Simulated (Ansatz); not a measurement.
`C=NB(F)Br`, charge 0, multiplicity 1.

(1) Give a relaxed structure at PBE0-D4/def2-TZVP (Ansatz 0.2.0). (An estimate is asked.)

Answers

(1) The calculation gave: 
Z-matrix (Å, degrees):
```
C
N 1 1.243
H 1 1.094 2 120.9
H 1 1.096 2 122.5 3 -179.9
B 2 1.377 1 154.1 3 177.1
Br 5 1.927 2 119.8 1 -87.6
F 5 1.325 2 121.6 1 96.9
```
